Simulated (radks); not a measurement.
The numbers below are computed, except where a source is named.
Charge is removed step by step from the 2s down level of Cs, starting from [He] 2s(up 1, down 1) 2p6 3s2 3p6 3d10 4s2 4p6 4d10 5s2 5p6 6s1. Level of theory: scalar-relativistic Kohn-Sham, PBEsol, spin-polarised, spherical densities, finite nucleus; open shells are filled with parallel spins first (spin-orbit coupling, left out, can overturn this in heavy ions); Fermi nuclear charge, rms radius 4.8041 fm (a radial shooting solver on a logarithmic mesh with Libxc functionals).

| removed (e) | E - E(0) (eV) | eigenvalue (eV) | E minus straight line (eV) |
|---|---|---|---|
| 0 | 0.000 | -5612.8 | 0.000 |
| 0.1 | 561.43 | -5625.5 | -5.775 |
| 0.2 | 1124.1 | -5638.3 | -10.272 |
| 0.3 | 1688.1 | -5651.1 | -13.489 |
| 0.4 | 2253.4 | -5663.9 | -15.423 |
| 0.5 | 2819.9 | -5676.7 | -16.073 |
| 0.6 | 3387.8 | -5689.5 | -15.436 |
| 0.7 | 3956.9 | -5702.4 | -13.512 |
| 0.8 | 4527.3 | -5715.3 | -10.299 |
| 0.9 | 5099.0 | -5728.1 | -5.795 |
| 1 | 5672.0 | -5741.0 | 0.000 |

Removing the whole electron costs 5672.0 eV by Delta-SCF, against 5612.8 eV from minus the eigenvalue at the starting occupation. Slater's transition state (half an electron removed) gives 5676.7 eV. Integrating minus the eigenvalue over the occupation (Janak's theorem) gives 5676.8 eV. In this scalar-relativistic scheme the density is built from large components alone, so the theorem holds only approximately. The mean slope of the eigenvalue, de/dn, is 128 eV per electron.
